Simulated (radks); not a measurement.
Ca XVII, configuration [He] 2s2. Method: scalar-relativistic Kohn-Sham, PBE, spin-polarised, spherical densities, finite nucleus; Fermi nuclear charge, rms radius 3.4776 fm; computed with a radial shooting solver on a logarithmic mesh with Libxc functionals. Some entries of the table are withheld. Estimate them.

| orbital | occ. | eigenvalue (hartree) | <1/r> (bohr^-1) |
|---|---|---|---|
| 1s | 2 | -176.4329 | 19.84 |
| 2s | 2 | (1) | 4.625 |
| 2p | 0 | -37.09020 | 4.540 |
| 3s | 0 | -16.14509 | (2) |

Answer. 
(1) 2s eigenvalue (hartree): -38.76624
(2) 3s <1/r> (bohr^-1): 1.973
